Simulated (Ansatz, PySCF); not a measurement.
Caution: the highest occupied level lies above zero, so the state may not be bound. This triplet is an excited state, 1.11 eV above the relaxed singlet at the level frozen-core CCSD(T)/aug-cc-pVDZ // B3LYP-D3(BJ)/def2-TZVPD (Ansatz, an electronic-structure program).

B3LYP has the VWN-RPA correlation part, as in Gaussian. 

Cartesian coordinates (Å):
```xyz
6

C     -0.4789     0.0522    -0.0229
B      1.0415     0.5224    -0.1198
F      2.0875    -0.3769     0.1434
H     -0.7296    -0.7733    -0.7198
H     -0.7702    -0.3060     0.9850
H     -1.1502     0.8817    -0.2659
```
Charge -1, spin multiplicity 3.

What total energy and highest occupied spin orbital does B3LYP-D3(BJ)/def2-TZVPD (PySCF) give?


The total energy is -4480.01 eV and the highest occupied spin orbital is 2.84 eV.
